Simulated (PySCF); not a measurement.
(E)-2-fluorobut-2-ene (C4H7F), SMILES C/C=C(\C)F. Atoms are numbered in the order given.

```xyz
12

C     -0.1143     2.0628     0.0000
C      0.6335     0.7605     0.0000
C      0.1042    -0.4628     0.0000
C     -1.3250    -0.8990     0.0000
F      0.9399    -1.5273     0.0000
H      0.1472     2.6654    -0.8858
H     -1.2049     1.9247     0.0000
H      0.1472     2.6654     0.8858
H      1.7284     0.8045     0.0000
H     -1.5270    -1.5190    -0.8882
H     -1.5270    -1.5190     0.8882
H     -2.0135    -0.0453     0.0000
```
Charge 0, spin multiplicity 1.

Geometry: ωB97X-D3(BJ)/def2-SVP.

Two levels are set side by side: PBE/pcSseg-1 (PySCF) and B3LYP/pcSseg-1 (PySCF). GIAO shifts against CFCl3 (¹⁹F), TMS (¹H), TMS (¹³C) at the same level; non-relativistic, no solvent, atoms listed together averaged. Differences are taken from unrounded values.

```json
[
 {"quantity": "δ(¹³C) of C1 (ppm)", "B3LYP": "16.7", "PBE": "17.2", "PBE minus B3LYP": "0.5"},
 {"quantity": "δ(¹³C) of C2 (ppm)", "B3LYP": "109.4", "PBE": "106.3", "PBE minus B3LYP": "-3.1"},
 {"quantity": "δ(¹³C) of C3 (ppm)", "B3LYP": "169.6", "PBE": "167.2", "PBE minus B3LYP": "-2.4"},
 {"quantity": "δ(¹³C) of C4 (ppm)", "B3LYP": "17.2", "PBE": "16.9", "PBE minus B3LYP": "-0.3"},
 {"quantity": "δ(¹⁹F) of F5 (ppm)", "B3LYP": "-101.6", "PBE": "-106.9", "PBE minus B3LYP": "-5.3"},
 {"quantity": "δ(¹H) of H9 (ppm)", "B3LYP": "5.36", "PBE": "5.31", "PBE minus B3LYP": "-0.04"}
]
```

Rough cost on one machine, each run with all the roots and properties that it gave: B3LYP against PBE within a factor of 2.
